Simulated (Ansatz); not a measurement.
`B[SiH](O)F` + CH₃OH → `B[SiH](F)OC` + H₂O at 298.15 K and 1 bar (ligand exchange at the Si–O bond).

Computed with Ansatz on PBE0-D4/def2-TZVP structures; ΔE is electronic, products minus reactants. CCSD(T)/CBS is the MP2 limit (def2-TZVPP, def2-QZVPP) plus CCSD(T) − MP2 in def2-TZVPP, frozen cores. This one scheme is used for every species. Each species was taken in one conformer, which may not be the lowest.

```tsv
species	CCSD(T)/CBS energy (Eh)	H − E (kJ/mol)	S (J/(mol·K))
`B[SiH](O)F`	-491.32150	139.6	319.8
CH₃OH	-115.61712	146.3	238.2
`B[SiH](F)OC`	-530.56175	218.5	365.0
H₂O	-76.37941	66.4	188.7
```

H − E and S are ideal-gas, rigid-rotor, harmonic terms from PBE0-D4/def2-TZVP, for one conformer and one mirror image of each species. 1 Eh = 2625.50 kJ/mol, R = 8.31446 J/(mol·K).

Q: By hand: ΔE, ΔH, ΔS and ΔG.

A: ΔE = (-530.56175) + (-76.37941) − (-491.32150) − (-115.61712) = -0.00254 Eh = -6.7 kJ/mol. Δ(H − E) = 218.5 + 66.4 − 139.6 − 146.3 = -1.0, so ΔH = -7.7 kJ/mol. ΔS = 365.0 + 188.7 − 319.8 − 238.2 = -4.3 J/(mol·K). ΔG = -7.7 − 298.15 × (-4.3)/1000 = -6.4 kJ/mol.

Q: By hand: the equilibrium constant, and the temperature at which ΔG would vanish if ΔH and ΔS stayed fixed.

A: log₁₀ K = −ΔG/(RT ln 10) = 1.1. ΔG = 0 at ΔH/ΔS = 1791 K, though so small a ΔH makes that figure unsure.

The number of gas molecules stays the same, so ΔS is small and ΔH decides. A doubt of 5 kJ/mol in ΔE shifts log₁₀ K by 0.9 here. Other conformers and mirror images would add mixing entropy, several J/(mol·K) or more a flexible species. These are equilibria of isolated gas molecules and say nothing of rates. Largest T1 diagnostic: 0.012 (customary marks: 0.02 for closed shells, 0.045 for open ones).
